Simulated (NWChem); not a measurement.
Polarisability of germylsilane (H6GeSi)

```xyz
8

Si     0.0617     1.6043     0.0000
Ge    -0.0299    -0.7770     0.0000
H      0.7827     2.0914     1.2154
H      0.7827     2.0914    -1.2154
H     -1.3209     2.1722     0.0000
H     -0.7716    -1.2892     1.2495
H     -0.7716    -1.2892    -1.2495
H      1.3910    -1.3725     0.0000
```
Charge 0, spin multiplicity 1.

The numbers come from NWChem runs, not from measurements. All single points use one geometry, from PBE0/def2-SVP, a minimum by its harmonic frequencies.

Basis set: 6-31G*. Static limit. This basis has no diffuse functions, which lowers polarisabilities.

| method | isotropic polarisability (bohr³) | difference from CCSD linear response |
|---|---|---|
| HF | 49.61 | -2.21 |
| CCSD linear response | 51.82 | 0.00 |
| B3LYP | 52.98 | +1.15 |
| BHandHLYP | 51.52 | -0.30 |
| PBE | 54.50 | +2.68 |

The values span 4.89 bohr³, from HF (lowest) to PBE (highest). 

The Hamiltonian is non-relativistic. The correlated methods keep 14 core orbitals frozen. B3LYP has NWChem's definition, with VWN1-RPA local correlation. The Pople sets run with spherical d functions. Coupled-cluster values serve here as a point of comparison, not as the truth.
